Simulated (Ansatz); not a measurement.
`COC[SiH2]F` + `C[SiH2]O` → `C[SiH2]O[SiH2]F` + `COC`  (ligand exchange at the Si–C bond)

Program: Ansatz. Geometries: PBE0-D4/def2-TZVP. ΔE: electronic, gas phase. CCSD(T)/CBS is the MP2 limit (def2-TZVPP, def2-QZVPP) plus CCSD(T) − MP2 in def2-TZVPP, frozen cores. This one scheme is used for every species. Functionals use def2-TZVPP. B3LYP here is the variant with VWN-RPA as its local correlation; programs differ in this. One conformer a species, not always the lowest.

```tsv
species	B3LYP-D4 energy (Eh)
`COC[SiH2]F`	-545.18066
`C[SiH2]O`	-406.58189
`C[SiH2]O[SiH2]F`	-796.71967
`COC`	-155.10189
```

Q: Work out ΔE.

A: ΔE = (-796.71967) + (-155.10189) − (-545.18066) − (-406.58189) = -0.05901 Eh = -154.9 kJ/mol. CCSD(T)/CBS gives -154.6 kJ/mol.

Largest T1 diagnostic among the species: 0.011.

In def2-TZVPP, CCSD(T) changes the Hartree–Fock value by +23.1 kJ/mol (the triples alone add +3.3 kJ/mol) and MP2 by +20.4 kJ/mol. From PBE to PBE0 (25 % exact exchange), in def2-TZVPP and without D4, ΔE moves by −8.3 kJ/mol.
